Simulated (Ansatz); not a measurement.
`CC1=NB1` at its PBE0-D4/def2-TZVP geometry, where that method's forces vanish. Charge 0, multiplicity 1.

```xyz
8

C    -0.5140   -1.0180   -0.2972
C     0.0937    0.2472    0.1379
N     0.0214    0.9189    1.2558
B     0.8367    1.4831    0.2314
H     0.2737   -1.7300   -0.5565
H    -1.1534   -1.4416    0.4795
H    -1.0946   -0.8531   -1.2080
H     1.5366    2.3935   -0.0429
```

(1) What forces (eV/Å) does ωB97M-V/def2-TZVPP give on these atoms in Ansatz 0.2.0? (An estimate is asked.)

Results:

(1) The calculation gave: 
```
C1  -0.119 -0.257 -0.089
C2   0.074  0.135  0.026
N3  -0.004 -0.021 -0.024
B4   0.117  0.180 -0.007
H5  -0.069  0.061  0.033
H6   0.056  0.041 -0.064
H7   0.042 -0.010  0.087
H8  -0.097 -0.128  0.037
```
